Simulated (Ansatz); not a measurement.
`[SH][Ga]([SH])[Br]` + propane → `C[CH](C)[Ga]([SH])[SH]` + HBr  (formal exchange of groups at a Ga–Br bond)

Gas-phase electronic energies from Ansatz, PBE0-D4/def2-TZVP geometries. CCSD(T)/CBS is the MP2 limit (def2-TZVPP, def2-QZVPP) plus CCSD(T) − MP2 in def2-TZVPP, frozen cores. Functionals use def2-TZVPP. B3LYP here is the variant with VWN-RPA as its local correlation; programs differ in this. For Br, Ga outer-core shells are correlated without core-valence functions, which leaves a few kJ/mol of doubt a bond. Scalar relativity is left out up to krypton. One conformer a species, not always the lowest.

`[SH][Ga]([SH])[Br]`:

Cartesian coordinates in Å:
```
S 1.129 1.350 1.332
Ga 0.025 -0.016 0.032
S 0.230 -2.182 0.240
Br -1.365 0.833 -1.571
H 0.611 2.436 0.733
H -0.630 -2.421 -0.765
```

`CCC`:

Cartesian coordinates in Å:
```
C -0.332 -0.026 -1.241
C 0.593 -0.154 -0.043
C -0.107 0.140 1.273
H -0.744 0.985 -1.313
H -1.176 -0.717 -1.162
H 0.187 -0.241 -2.178
H 1.016 -1.164 -0.014
H 1.444 0.525 -0.164
H 0.573 0.043 2.123
H -0.943 -0.547 1.435
H -0.511 1.156 1.284
```

`C[CH](C)[Ga]([SH])[SH]`:

Cartesian coordinates in Å:
```
C -1.009 -1.144 -0.924
C -0.277 0.165 -0.643
C -1.193 1.209 -0.021
Ga 1.343 -0.164 0.447
S 1.839 0.921 2.306
S 2.795 -1.718 -0.147
H -1.860 -0.973 -1.592
H -1.405 -1.589 -0.006
H -0.363 -1.888 -1.397
H 0.108 0.556 -1.594
H -1.578 0.880 0.949
H -2.062 1.395 -0.663
H -0.688 2.167 0.129
H 0.734 1.683 2.262
H 3.616 -1.500 0.893
```

HBr:

```xyz
2

Br   -0.478   -0.098   -0.516
H     0.478    0.098    0.516
```

```tsv
species	B3LYP energy (Eh)
`[SH][Ga]([SH])[Br]`	-5296.87546
`CCC`	-119.19521
`C[CH](C)[Ga]([SH])[SH]`	-2841.22129
HBr	-2574.78969
```

Work out ΔE.

ΔE = (-2841.22129) + (-2574.78969) − (-5296.87546) − (-119.19521) = 0.05969 Eh = +156.7 kJ/mol. CCSD(T)/CBS gives +139.3 kJ/mol.

Largest T1 diagnostic among the species: 0.012.

The D4 term adds −10.4 kJ/mol with B3LYP and −6.3 kJ/mol with PBE0; it sums over pairs of atoms, weighted by their polarisabilities, and B3LYP, whose exchange is more repulsive, gets the larger term. In def2-TZVPP, CCSD(T) changes the Hartree–Fock value by −40.2 kJ/mol (the triples alone add −4.5 kJ/mol) and MP2 by −39.3 kJ/mol. From PBE to PBE0 (25 % exact exchange), in def2-TZVPP and without D4, ΔE moves by +7.2 kJ/mol.
